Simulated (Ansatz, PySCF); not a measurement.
Molecule: C4H4N, net charge 0, doublet state. It need not be the lowest isomer of its formula. 
Geometry from a B3LYP-D3(BJ)/def2-TZVP (Ansatz, an electronic-structure program) optimisation:
```
C
C 1 1.3651
H 2 1.0803 1 121.26
H 2 1.0828 3 117.51 1 -180.00
H 1 1.0844 2 119.03 3 0.00
C 1 1.3990 5 117.37 2 -180.00
H 6 1.0835 1 120.20 5 180.00
C 6 1.3997 7 117.02 1 -180.00
N 8 1.1593 7 152.54 6 -180.00
```
Charge 0, spin multiplicity 2.

Total electronic energies in hartree. Cores are frozen in the correlated levels unless marked. UHF or UKS for open shells. Spin-orbit coupling is left out. No relativistic terms. CBS(X,Y): correlation extrapolated as X^-3; Hartree-Fock from the larger set. The bracket is a focal-point correction in the basis named.

The UHF reference is spin-contaminated (<S^2> 0.35 over the pure value in the largest basis). 

```
level                                                     program  energy (Eh)
-------------------------------------------------  --------------  -----------
HF/def2-TZVPD                                               PySCF   -208.28720
revPBE-D4/def2-TZVPD                               Ansatz + dftd4   -209.55503
BHLYP-D3(BJ)/def2-TZVPD                            Ansatz + dftd3   -209.47085
r2SCAN0-D4/def2-TZVPD                              Ansatz + dftd4   -209.43979
HSE06/def2-TZVPD                                           Ansatz   -209.32007
LC-wPBE-D4/def2-TZVPD                              Ansatz + dftd4   -209.43370
CCSD(T)/cc-pVTZ                                            Ansatz   -209.13133
CCSD(T) with core electrons/cc-pwCVTZ                      Ansatz   -209.38904
RI-MP2/CBS(cc-pVTZ,cc-pVQZ)+[CCSD(T)-MP2]/cc-pVTZ          Ansatz    -209.2318
```

Totals of different functionals don't rank their quality; only differences between species are comparable.
